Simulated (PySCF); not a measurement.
## Telling isomers of C$_{6}$H$_{11}$OP apart by NMR

Isolated molecule, a single conformation, one averaged value for each set of equivalent atoms, non-relativistic Hamiltonian. NMR shieldings at PBE0/pcSseg-1/GIAO; geometry: GFN2-xTB; PySCF.

Shifts are taken against calculated references (same method and geometry level): ¹H (σ = 31.72 ppm), ¹³C (σ = 186.93 ppm) against TMS. Splittings of carbon signals by F and P are missing where no couplings were computed. Where no couplings were computed, multiplicities follow the n + 1 count of equivalent neighbours, and m marks all less simple cases (inequivalent or close neighbours, rings, F or P nearby). Shifts are as computed. Against solution values, carbons near 30 ppm lie about +3 ppm off and those near 130 ppm about +5 ppm. Of 1211 compounds with measured shifts, 218 miss one by over three times the rms of a fit or turn the order of signals round; such compounds aren't used in these exercises.

(1) Tabulate the signals of `C=C[P@@](C)(=O)C1CC1`, `CC(C)(C)CP=C=O` and their relative energies.

(2) What is the quickest way to tell C=C[P@@](C)(=O)C1CC1 from CC(C)(C)CP=C=O?

Results:

(1) 
```json
{"SMILES": "C=C[P@@](C)(=O)C1CC1", "carbon types": "2×CH 3×CH2 1×CH3", "δC": "143.0, 141.4, 19.5, 12.2, 2.7, 2.2", "δH": "6.69 (m, 1H), 6.50 (m, 1H), 6.35 (m, 1H), 1.36 (m, 3H), 0.91 (m, 1H), 0.84 (m, 1H), 0.63 (m, 1H), 0.55 (m, 1H), 0.44 (m, 1H)", "E rel. (kcal/mol)": "2.6"}
{"SMILES": "CC(C)(C)CP=C=O", "carbon types": "2×C 1×CH2 3×CH3", "δC": "215.4, 35.0, 33.5, 30.7", "δH": "1.97 (m, 2H), 1.06 (s, 9H)", "E rel. (kcal/mol)": "0.0"}
```

Energies are electronic energies at PBE0/pcSseg-1 on these geometries, without zero-point or thermal terms, each for the one conformer computed, which needn't be the lowest.

(2) Count the carbon signals: 6 against 4. The first has an alkene CH at 143.0 ppm, the second a central carbon of a heterocumulene (C) at 215.4 ppm. In the proton spectra the most deshielded non-exchanging signals are 6.69 (m, 1H) and 1.97 (m, 2H).
